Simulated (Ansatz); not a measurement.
**Worked example: GeH3Cl + C2H3F2I → GeH3I + C2H3ClF2**

Gas-phase species: GeH3Cl `[Cl][GeH3]`, singlet; C2H3F2I `FCC(F)I`, singlet; GeH3I `[GeH3][I]`, singlet; C2H3ClF2 `FCC(F)Cl`, singlet. The partners trade Cl for I: Ge–Cl and C–I bonds give way to Ge–I and C–Cl.

Shapes, held fixed at every level: PBE0-D4/def2-TZVP. Flexible molecules stand in one conformer, not always the lowest. Programs: Ansatz 0.2.0. The zero-point and thermal change to 298 K, harmonic and unscaled (PBE0-D4/def2-TZVP), is +0.8 kJ/mol.

At CCSD(T)/def2-TZVPP; 1 Eh = 2625.50 kJ/mol:

```
 species   energy (Eh)
  GeH3Cl  -2537.162724
 C2H3F2I   -574.479419
   GeH3I  -2374.572634
C2H3ClF2   -737.070635
```

Question: Work out ΔH(298 K) of the reaction at this level.

Answer: 
1. Products less reactants: (-2374.572634) + (-737.070635) − [(-2537.162724) + (-574.479419)] = -0.001126 Eh = -3.0 kJ/mol.
2. With the thermal change: -3.0 + (+0.8) = -2.2 kJ/mol.

Other levels give -18.4 (CCSD/def2-SVP) to -1.9 kJ/mol (MP2/def2-TZVPP). No measured value is set beside it here. For atoms past krypton def2 sets carry core potentials with scalar relativity. Relativity is left out for Ge. Outer-core shells of Ge, I are correlated, in sets that cover them unevenly. That is about zero within the method's error.
